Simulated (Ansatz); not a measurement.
Geometry optimisation, RHF/6-31G* in Ansatz 0.2.0.

input.yaml

```yaml
crystal:
  periodic: [false, false, false]
  atoms:
    - { symbol: Si, position_ang: [0.0, 0.0, 0.0] }
    - { symbol: O, position_ang: [0.0, 0.0, 1.68] }
    - { symbol: Si, position_ang: [-1.3147, -0.4067, 2.6436] }
    - { symbol: H, position_ang: [-2.239, -1.2403, 1.8804] }
    - { symbol: H, position_ang: [-0.8506, -1.1432, 3.8157] }
    - { symbol: H, position_ang: [-1.9987, 0.8095, 3.0733] }
    - { symbol: H, position_ang: [1.3768, 0.0, -0.4862] }
    - { symbol: Cl, position_ang: [-1.0032, 1.7381, -0.7093] }
    - { symbol: Cl, position_ang: [-1.0032, -1.7381, -0.7093] }
basis:
  gaussian: { orbitals: "6-31G*" }
hamiltonian:
  xc: hf
relax:
  f_tol: 0.02
  max_steps: 40
```

Run as:

```bash
$ ansatz run input.yaml --threads 2 --pin off --max-ram 3072MiB --backend cpu --events-out ev --progress --plain --runs-dir out
```

Problem. Where does it end, and by what steps?

Solution. The forces met the threshold. After 6 steps the energy has fallen by 0.437 eV; Cl9 moved furthest, 0.65 Å.

```csv
step,energy less start (eV),largest force component (eV/Å),accepted
0,0.0000,2.251,yes
1,-0.2682,1.371,yes
2,-0.3492,0.573,yes
3,-0.4140,0.139,yes
4,-0.4318,0.233,yes
5,-0.4360,0.047,yes
6,-0.4367,0.015,yes
```

```xyz
9
Properties=species:S:1:pos:R:3
Si -0.019 -0.037 -0.103
O -0.454 -0.239 1.421
Si -1.411 -0.413 2.754
H -2.591 -1.218 2.409
H -0.624 -1.089 3.795
H -1.828 0.917 3.221
H 1.422 0.109 -0.229
Cl -0.915 1.641 -0.865
Cl -0.611 -1.652 -1.215
```

Whether the end is a true minimum wasn't checked by a vibrational analysis.

The run took 14 s on 2 threads of Arm Neoverse V1 (shared host), peak memory 0.2 GiB.
